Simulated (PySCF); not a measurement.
Species: C6H12SSi2.
SMILES with atom numbers: `[CH3:1][CH2:2][Si@H:3]([SiH3:4])[c:5]1[cH:6][cH:7][cH:8][s:9]1` (hydrogens: H10, H11, H12 on C1; H13, H14 on C2; H15 on Si3; H16, H17, H18 on Si4; H19 on C6; H20 on C7; H21 on C8)

Structure used (PBE0-D3(BJ)/def2-SVP), in Å, numbered top down from 1:
```xyz
21
C6H12SSi2 angstrom
C     -2.0948   -1.6197   -0.0737
C     -2.0200   -0.1101   -0.2841
Si    -0.7085    0.7438    0.7743
Si    -0.5933    3.0373    0.2863
C      0.9771    0.0036    0.4311
C      1.9712   -0.3314    1.3274
C      3.1501   -0.8328    0.7106
C      3.0452   -0.8757   -0.6558
S      1.5175   -0.3035   -1.1830
H     -1.1365   -2.1031   -0.3200
H     -2.3281   -1.8712    0.9730
H     -2.8710   -2.0795   -0.7054
H     -2.9926    0.3693   -0.0776
H     -1.7923    0.1233   -1.3398
H     -0.9770    0.5356    2.2335
H      0.4691    3.6893    1.1136
H     -1.8902    3.7435    0.5374
H     -0.2411    3.2082   -1.1594
H      1.8523   -0.2215    2.4072
H      4.0390   -1.1540    1.2556
H      3.7860   -1.2187   -1.3774
```

Computed with PySCF at PBE0/pcSseg-1, non-relativistic, on one gas-phase PBE0-D3(BJ)/def2-SVP geometry that isn't relaxed in the solvent. The solvent is an IEF-PCM continuum (cavity from Bondi-type radii × 1.2). The model holds no explicit solvent molecules, cavitation or dispersion.

Gas phase at PBE0/pcSseg-1: HOMO -6.81 eV, LUMO -0.85 eV, dipole 0.96 D.

Q: What does the continuum do to the energy, the frontier levels and the dipole at PBE0/pcSseg-1 in chloroform and dimethylsulfoxide?

A: 
```
          solvent      ε  E(solvent) − E(gas) (kcal/mol)  polarisation term (kcal/mol)  distortion of the solute (kcal/mol)  HOMO (eV)  LUMO (eV)  dipole (D)
       chloroform  4.711                           -2.01                         -2.15                                 0.14      -6.78      -0.82        1.08
dimethylsulfoxide  46.83                           -2.91                         -3.21                                 0.30      -6.80      -0.84        1.10
```

The first energy column is the sum of the next two and covers electrostatics alone. From chloroform to dimethylsulfoxide the lowering changes by a factor 1.45, Onsager's factor (ε − 1)/(2ε + 1) by 1.36 and ε itself by 9.9.

Q: Give the dipole vector in the frame of the coordinates (D, pointing from negative to positive charge), gas and dimethylsulfoxide.

A: Gas (0.17, -0.94, 0.12), solvent (0.08, -1.09, 0.16). Its length changes by +14 % and its direction by 6°.

Q: Which ESP-fitted charges (PBE0/pcSseg-1) respond most in chloroform (means over atoms taken as equivalent)?

A: 
```
atoms                  environment  gas (e)  solvent (e)  change
  Si3                  SiH silicon   +0.189       +0.214  +0.025
   C5  substituted aromatic carbon   -0.105       -0.128  -0.023
   C1                methyl carbon   -0.302       -0.318  -0.016
   C7           aromatic CH carbon   -0.245       -0.261  -0.016
  H21            aromatic hydrogen   +0.210       +0.225  +0.015
  H20            aromatic hydrogen   +0.184       +0.197  +0.013
```

Time: 58 s; peak memory 1.4 GiB. Hardware: an Arm Neoverse V2 with one thread, shared host with 96 logical CPUs at a one-minute load of 74. This is the whole shielding run at PBE0/pcSseg-1 in dimethylsulfoxide, SCF included.
